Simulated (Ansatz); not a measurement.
One geometry of Cs₇⁻, several levels of theory.

```yaml
crystal:
  periodic: [false, false, false]
  atoms:
    - {symbol: Cs, position_ang: [0.762590, -3.645327, 2.299361]}
    - {symbol: Cs, position_ang: [5.017536, -0.603605, 1.476394]}
    - {symbol: Cs, position_ang: [-0.059214, 1.698231, 3.349514]}
    - {symbol: Cs, position_ang: [-1.949139, -0.380789, -4.569702]}
    - {symbol: Cs, position_ang: [2.233202, 1.393055, -2.239794]}
    - {symbol: Cs, position_ang: [-2.539200, 3.663354, -0.408940]}
    - {symbol: Cs, position_ang: [-3.465786, -2.124919, 0.093167]}
basis:
  gaussian: {orbitals: def2-TZVPD, initial_orbitals: start.molden}
total_charge: -1
hamiltonian: {xc: pbe}
correlation: {method: rpa}
scf: {omitted_lower_state_checks: [starts]}
```

The file start.molden holds the orbitals of an earlier run on this structure, at another level or in another basis.

```sh
$ ansatz run in.yaml --threads 4 --pin off --events-out ev --progress --plain --max-ram 4787MiB
```

Shortened log:

```
Functional definition: PBE
2058 factors; integrals over basis functions are off by at most 1.7e-4 eV
mean field evaluation 1: about -3841.2927 eV, gradient 3.4e0 eV
mean field evaluation 2: about -3841.3448 eV, gradient 7.8e-2 eV
mean field evaluation 4: about -3841.3446 eV, gradient 8.6e-4 eV
mean field -3841.34462010 eV, -141.1668110317 hartree, gradient 4.4e-6 eV, S^2 0.000000; 0 other end points of the search recorded, 0 dependent functions left out
reference -3781.33929513 eV, -138.9616560121 hartree; 32, 32 occupied and 192, 192 virtual orbitals, 2058 factors
Total energy: -3817.12824606 eV, -140.2768757002 hartree
Checks for a lower state left out: starts
```

It took 22 s on 4 threads of Arm Neoverse V1 on a shared host, peak host memory 0.88 GiB.

Geometry: B3LYP/def2-SVPD.

In the def2 sets Cs takes a core potential; there is no spin–orbit coupling. Correlated methods freeze no core orbitals; core or outer-core shells of Cs are correlated, in sets that lack core-valence functions. The restricted singlet is unstable towards broken spin symmetry in Hartree–Fock (as tested in another run); at RPA@PBE/def2-TZVPD this wasn't settled. Another isomer (singlet) lies 0.14 eV lower at PBE0/def2-TZVPD; other spin states weren't run for this one.
